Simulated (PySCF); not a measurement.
C4H12O4Sn, SMILES `[O]([Sn]([O]C)([O]C)[O]C)C`, neutral singlet in the gas phase. 

Cartesian coordinates (Å):
SMILES: C[O][Sn]([O]C)([O]C)[O]C
```xyz
21

C     -1.8215     2.0974    -0.9978
O     -1.0865     0.9480    -1.3380
Sn    -0.0009     0.0006    -0.0008
O      0.4328    -1.7459    -0.7917
C     -0.5269    -2.4758    -1.5153
O     -1.0663    -0.0178     1.6513
C     -0.4867    -0.3460     2.8899
O      1.7212     0.8197     0.4763
C      2.8352     0.7242    -0.3767
H     -2.4129     1.9720    -0.0731
H     -1.1755     2.9861    -0.8718
H     -2.5231     2.3094    -1.8213
H     -1.2827    -2.9426    -0.8566
H     -1.0596    -1.8624    -2.2640
H     -0.0059    -3.2861    -2.0513
H      0.4597     0.1919     3.0785
H     -0.2880    -1.4297     2.9858
H     -1.1982    -0.0662     3.6841
H      2.7464     1.3861    -1.2582
H      3.7263     1.0414     0.1897
H      3.0131    -0.3042    -0.7391
```
Charge 0, spin multiplicity 1.

All levels are single points at this geometry (PBE0-D4/def2-SVP); Pople sets use spherical d functions. Orbital energies aren't observables, and empty levels follow the basis.

SVWN5/6-31G* (LANL2DZ on Sn) in PySCF gives gap (eV) = 3.73.

### Question
Estimate the gap (eV) from each of these levels: PBE0-D4/def2-TZVP in PySCF; B3LYP/LANL2DZ in PySCF; BP86/6-31G* (LANL2DZ on Sn) in PySCF; M06-2X/6-31G* (LANL2DZ on Sn) in PySCF; HF/6-31G* (LANL2DZ on Sn) in PySCF.

### Answer

```
level                                   gap (eV)
--------------------------------------  --------
PBE0-D4/def2-TZVP in PySCF                  6.30
B3LYP/LANL2DZ in PySCF                      5.72
BP86/6-31G* (LANL2DZ on Sn) in PySCF        3.86
M06-2X/6-31G* (LANL2DZ on Sn) in PySCF      9.08
HF/6-31G* (LANL2DZ on Sn) in PySCF         14.59
```
